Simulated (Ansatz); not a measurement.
Reaction (substitution at a C–C bond): `CCCCCCCCC` + `C=C(N)O` → `C=C(O)NC` + `CCCCCCCC`

Calculated with Ansatz (gas phase, PBE0-D4/def2-TZVP geometries, no zero-point term in ΔE). CCSD(T)/CBS adds triple-zeta CCSD(T) − MP2 to the extrapolated MP2 energy (def2 sets, frozen cores). DFT in def2-TZVPP. Each species was taken in one conformer, which may not be the lowest.

`CCCCCCCCC`:

Z-matrix (Å, degrees):
```
C
C 1 1.520
H 1 1.092 2 111.2
H 1 1.094 2 111.1 3 -120.0
H 1 1.093 2 111.9 3 120.0
C 2 1.525 1 113.9 3 175.8
H 2 1.095 1 109.2 3 54.5
H 2 1.095 1 109.5 3 -60.8
C 6 1.524 2 115.2 1 59.6
H 6 1.096 2 108.7 1 -62.7
H 6 1.096 2 108.8 1 -177.9
C 9 1.521 6 114.0 2 60.7
H 9 1.095 6 109.5 2 -62.8
H 9 1.097 6 108.7 2 -177.7
C 12 1.525 9 113.9 6 173.1
H 12 1.095 9 109.9 6 -63.6
H 12 1.097 9 108.9 6 51.7
C 15 1.524 12 115.2 9 59.8
H 15 1.096 12 108.8 9 -62.6
H 15 1.096 12 108.8 9 -177.8
C 18 1.520 15 114.4 12 59.7
H 18 1.096 15 109.9 12 -63.5
H 18 1.096 15 108.6 12 -178.6
C 21 1.519 18 112.7 15 176.9
H 21 1.095 18 109.8 15 -61.1
H 21 1.097 18 109.2 15 54.6
H 24 1.092 21 111.7 18 179.9
H 24 1.094 21 111.0 18 59.7
H 24 1.094 21 111.1 18 -59.8
```

`C=C(N)O`:

Cartesian coordinates in Å:
```
C -0.077 0.993 -0.670
C -0.078 -0.180 -0.025
N 0.032 -0.361 1.335
O -0.245 -1.382 -0.629
H 0.084 1.919 -0.137
H -0.270 1.042 -1.732
H 0.473 -1.229 1.598
H 0.386 0.435 1.837
H -0.304 -1.237 -1.577
```

`C=C(O)NC`:

Z-matrix (Å, degrees):
```
C
N 1 1.436
H 1 1.099 2 113.0
H 1 1.090 2 109.0 3 121.1
H 1 1.093 2 110.0 3 -120.8
C 2 1.366 1 120.1 3 57.5
H 2 1.007 1 116.8 3 -86.5
O 6 1.358 2 109.5 1 -171.8
C 6 1.341 2 126.5 1 9.6
H 8 0.961 6 108.1 2 176.1
H 9 1.078 6 121.5 2 -3.9
H 9 1.082 6 120.4 2 174.2
```

`CCCCCCCC`:

Cartesian coordinates in Å:
```
C 1.625 -1.959 3.173
C 1.660 -1.170 1.876
C 0.338 -0.496 1.552
C 0.363 0.300 0.258
C -0.967 0.963 -0.061
C -0.947 1.848 -1.302
C -0.579 1.140 -2.601
C -1.515 0.000 -2.969
H 1.382 -1.312 4.021
H 2.586 -2.434 3.383
H 0.866 -2.747 3.134
H 2.448 -0.409 1.929
H 1.938 -1.834 1.048
H 0.056 0.166 2.381
H -0.452 -1.257 1.494
H 1.146 1.067 0.318
H 0.656 -0.365 -0.562
H -1.273 1.573 0.797
H -1.739 0.192 -0.164
H -1.935 2.310 -1.421
H -0.244 2.672 -1.137
H -0.576 1.879 -3.409
H 0.448 0.764 -2.540
H -1.479 -0.808 -2.233
H -2.551 0.346 -3.027
H -1.253 -0.430 -3.938
```

| level | ΔE (kJ/mol) | difference from CCSD(T)/CBS |
| --- | --- | --- |
| LDA (SPW92) | 16.7 | -5.2 |
| PBE-D4 | 18.1 | -3.8 |
| r2SCAN-D4 | 19.5 | -2.4 |
| PBE0-D4 | 19.3 | -2.6 |
| ωB97X-V | 19.5 | -2.4 |
| ωB97M-V | 21.2 | -0.7 |
| B2PLYP | 16.0 | -5.9 |
| PBE | 14.4 | -7.5 |
| r2SCAN | 17.7 | -4.2 |
| r2SCAN0 | 18.1 | -3.8 |
| CAM-B3LYP | 13.3 | -8.6 |
| CCSD/def2-SVP | 18.2 | -3.7 |
| SCS-MP2/def2-TZVPP | 20.9 | -1.0 |
| CCSD(T)/def2-TZVPP | 22.1 | 0.2 |
| HF/def2-QZVPP | 12.0 | -9.9 |
| MP2/def2-QZVPP | 23.0 | 1.1 |
| CCSD(T)/CBS | 21.9 | 0 |

Largest T1 diagnostic among the species: 0.012.

The D4 term adds +5.3 kJ/mol with B3LYP and +3.6 kJ/mol with PBE0; it sums over pairs of atoms, weighted by their polarisabilities, and B3LYP, whose exchange is more repulsive, gets the larger term. At CCSD(T), def2-SVP lies −3.1 kJ/mol from the extrapolated value and def2-TZVPP +0.2 kJ/mol. Leaving LDA and LC-ωPBE aside and taking each functional with its dispersion term where it has one, the values, not all of them listed here, spread over 5.4 kJ/mol, from B2PLYP to B97M-V.

B3LYP here is the variant with VWN-RPA as its local correlation; programs differ in this.

CCSD(T)/CBS has its own doubt, a few kJ/mol and more with outer-core shells, so smaller differences from it don't rank the levels.
